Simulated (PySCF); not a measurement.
Ge₂H₆O, SMILES [O]([GeH3])[GeH3]. Atoms are numbered in the order given.

```xyz
9

Ge     1.6082     0.0000     0.0624
O      0.0000     0.0000    -0.6924
Ge    -1.6082     0.0000     0.0624
H      2.6151     0.0000    -1.0964
H      1.7633     1.2633     0.9352
H      1.7633    -1.2633     0.9352
H     -1.7633    -1.2633     0.9352
H     -2.6151     0.0000    -1.0964
H     -1.7633     1.2633     0.9352
```

Coordinates come from a PBE0-D3(BJ)/def2-SVP optimisation.

Two levels are set side by side: PBE/pcSseg-1 (PySCF) and HF/pcSseg-1 (PySCF). GIAO shifts against GeH4 (⁷³Ge), H2O (¹⁷O), TMS (¹H) at the same level; non-relativistic, no solvent, atoms listed together averaged. Differences are taken from unrounded values.

```csv
quantity,PBE
"δ(⁷³Ge) of Ge1, Ge3 (ppm)",281.7
δ(¹⁷O) of O2 (ppm),-3.8
```

Q: These are the PBE values. What does HF give? (An estimate is asked for; the answer gives what the named calculation found.)

A: 
| quantity | HF | PBE minus HF |
|---|---|---|
| δ(⁷³Ge) of Ge1, Ge3 (ppm) | 189.3 | 92.5 |
| δ(¹⁷O) of O2 (ppm) | -59.3 | 55.5 |

Rough cost on one machine, each run with all the roots and properties that it gave: HF against PBE within a factor of 2.
